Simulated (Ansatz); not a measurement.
Ansatz (a quantum-chemistry and plane-wave program) input:

Ansatz 0.2 input:
```yaml
crystal:
  periodic: [false, false, false]
  atoms:
    - {symbol: F, position_ang: [1.30692992, -1.08527908, -0.09684270]}
    - {symbol: Ge, position_ang: [0.00000000, -0.00000000, 0.00000000]}
    - {symbol: F, position_ang: [0.58607499, 1.59724028, -0.02479112]}
    - {symbol: F, position_ang: [-1.03892309, -0.24358389, -1.32536060]}
    - {symbol: F, position_ang: [-0.85408183, -0.26837731, 1.44699442]}
basis:
  gaussian:
    orbitals: def2-TZVPD
hamiltonian:
  xc: {name: LC-wPBE}
output: {forces: true}
```

Predict the final energy.

-2476.22979 Eh (LC-wPBE/def2-TZVPD). The basis has 214 functions.
